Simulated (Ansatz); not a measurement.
Stepwise reaction of `CO[Si](S)(Cl)OC` with hydrogen fluoride, as a gas-phase model of exchange steps in deposition or etching. ΔE in kJ/mol.

Program: Ansatz. Geometries: PBE0-D4/def2-TZVP. ΔE: electronic, gas phase. CCSD(T)/CBS adds triple-zeta CCSD(T) − MP2 to the extrapolated MP2 energy (def2 sets, frozen cores). This one scheme is used for every species. DFT in def2-TZVPP. B3LYP here is the variant with VWN-RPA as its local correlation; programs differ in this. Each species was taken in one conformer, which may not be the lowest.

| step | reaction | PBE-D4 | B3LYP-D4 | ωB97M-V | CCSD(T)/CBS |
| --- | --- | --- | --- | --- | --- |
| 1 | `CO[Si](S)(Cl)OC` + H–F → `CO[Si](F)(S)Cl` + CH₃OH | -32.2 | -31.5 | -32.8 | -28.8 |

Problem. Give the row of step 2, `CO[Si](F)(S)Cl` + H–F → `F[Si](F)(S)Cl` + CH₃OH. (An estimate is asked.)

Solution. Computed: 
```tsv
step	reaction	PBE-D4	B3LYP-D4	ωB97M-V	CCSD(T)/CBS
2	`CO[Si](F)(S)Cl` + H–F → `F[Si](F)(S)Cl` + CH₃OH	-28.6	-27.6	-29.8	-25.5
```

Problem. By hand: ΔE of the 2 steps together at CCSD(T)/CBS.

Solution. (-28.8) + (-25.5) = -54.3 kJ/mol, or -27.1 kJ/mol a step.

In ΔE the steps differ by no more than 3.3 kJ/mol. All are downhill at CCSD(T)/CBS. PBE-D4 differs from CCSD(T)/CBS by -3.4 to -3.1 kJ/mol a step. Isolated molecules leave out the surface, adducts and barriers. Largest T1 diagnostic: 0.011.
